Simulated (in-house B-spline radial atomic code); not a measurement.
# LC-wPBE excitations of N5+

Method: LC-wPBE. Computed with an all-electron radial atomic-structure program (B-spline basis): linear response of the closed shell 1s2 with the functional's adiabatic kernel; non-relativistic, point nucleus, no spin-orbit coupling, no double excitations, S, P, D and F terms only.

Command:
```bash
python run_td.py task.json out
```
Settings (radii: box in bohr, nucleus in fm):
```
Z                        7
electrons                2
configuration            1s2
hamiltonian              nr
method                   lc_wpbe
box_radius               16.35
intervals                47
```

Cost of the run: 0.1 s on 1 thread of Arm Neoverse N1, with other jobs on the host.

The lowest states, in the order of their Tamm-Dancoff energies; the method's threshold (minus the highest occupied level) is 517.21 eV. Labels give the largest channel, * marks a mixed state, and oscillator strengths are full-response dipole values. Semilocal kernels can invert the small singlet-triplet splittings of Rydberg terms. Energies in eV:

```
     state  full response  Tamm-Dancoff  oscillator strength
1s → 2s 3S         403.02        403.04                    -
1s → 2s 1S         408.94        409.04                    -
1s → 2p 3P         410.82        410.85                    -
1s → 2p 1P              ?             ?                    ?
1s → 3s 3S              ?             ?                    -
1s → 3s 1S         466.89        466.91                    -
1s → 3p 3P         467.49        467.49                    -
1s → 3p 1P         468.57        468.57                0.131
1s → 3d 3D         469.12        469.12                    -
1s → 3d 1D         469.15        469.15                    -
```

**Question.** Where does 1s → 3s 3S lie?

**Answer.** At 465.32 eV in full response, 465.32 eV in Tamm-Dancoff.

**Question.** Where does 1s → 2p 1P lie?

**Answer.** At 414.73 eV in full response, 414.76 eV in Tamm-Dancoff, oscillator strength 0.576.

**Question.** How large is the singlet-triplet splitting of 1s → 2s (S terms) in Tamm-Dancoff?

**Answer.** 6 eV, from the unrounded values.

**Question.** What polarisabilities and dispersion coefficient does the method give?

**Answer.** Dipole 0.004795 bohr³, quadrupole 0.000411 bohr⁵, C6 0.0003138 hartree·bohr⁶ for two such species.
